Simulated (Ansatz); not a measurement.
ClFH5NSi2 (`F[SiH2]N[SiH2]Cl`). The species carries charge 0 and has multiplicity 1.

```xyz
10

F     1.919   -1.071   -1.321
Si    0.987    0.221   -1.198
N    -0.492   -0.114   -0.402
Si   -0.850    0.018    1.271
Cl   -0.650   -1.768    2.274
H     1.722    1.218   -0.392
H     0.709    0.660   -2.583
H    -1.201   -0.567   -0.964
H    -2.257    0.433    1.453
H     0.113    0.971    1.862
```

(1) What are the harmonic wavenumbers in cm⁻¹ at PBE0-D4/def2-TZVP (Ansatz, finite differences of forces, unscaled)? (Estimate.)

(2) Is this a minimum?

(3) Give the ideal-gas thermochemistry at 298.15 K and 1 bar (rigid rotor, harmonic oscillator; point group C1, symmetry number 1).

(4) And at 400, 500, 600, 800 and 1000 K?

## Answers

(1) Ansatz gave: 37, 49, 196, 212, 295, 452, 540, 572, 617, 730, 774, 840, 875, 885, 932, 947, 960, 978, 1213, 2257, 2262, 2270, 2279, 3592.

(2) Yes, all 24 modes are real.

(3) Zero-point energy 148.1 kJ/mol; H(298) − E = 170.1 kJ/mol; entropy 371.2 J/(mol·K), of which translation 169.5, rotation 119.3, vibration 82.3; G(298) − E = 59.4 kJ/mol. Modes under 100 cm⁻¹ are hindered rotations or soft bends, so the harmonic entropy is rough.

(4) 
| T (K) | H − E (kJ/mol) | S (J/mol/K) | G − E (kJ/mol) |
| --- | --- | --- | --- |
| 400 | 182.7 | 407.5 | 19.7 |
| 500 | 197.1 | 439.5 | -22.7 |
| 600 | 212.9 | 468.3 | -68.1 |
| 800 | 247.6 | 518.1 | -166.9 |
| 1000 | 285.3 | 560.1 | -274.8 |
